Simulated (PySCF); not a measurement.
Two species compared at the same levels of theory.

First species: C₇H₆N₂O.
InChI=1S/C7H6N2O/c8-4-6-2-1-3-7(6,5-9)10-6/h1-3H2/t6-,7+

Second species: C8H16N2.
InChI=1S/C8H16N2/c1-6-9-10-7(2)8(3,4)5/h6H,1-5H3/b9-6+,10-7-

Levels: PBE0/pcSseg-1 for HOMO energy, LUMO energy and HOMO–LUMO gap. Geometries: GFN2-xTB. Each structure is a single optimised conformer of the isolated species, non-relativistic unless stated. Electronic properties by PySCF.

Dipoles, sizes and rotational constants follow the conformer. The torsions of the flexible species, by atom-mapped SMILES:
- `[CH3:1]/[CH:2]=[N:3]/[N:4]=[C:5](/[CH3:6])[C:7]([CH3:8])([CH3:9])[CH3:10]`: C2–N3–N4–C5 107°, N4–C5–C7–C8 123°

The conformers of `N#C[C@@]12CCC[C@]1(C#N)O2` aren't listed.

Values for the first species:

- HOMO energy: -8.88 eV
- LUMO energy: -0.91 eV
- HOMO–LUMO gap: 7.97 eV

(1) Estimate the same properties for the second species, and the change in each.

Results:

(1) 
| property | first | second | second less first |
| --- | --- | --- | --- |
| HOMO energy | -8.88 eV | -6.24 eV | +2.64 eV |
| LUMO energy | -0.91 eV | 0.07 eV | +0.98 eV |
| HOMO–LUMO gap | 7.97 eV | 6.31 eV | -1.66 eV |

On the second:  GFN2-xTB frequencies show an imaginary mode (34i cm⁻¹), so this geometry is no minimum at that level.
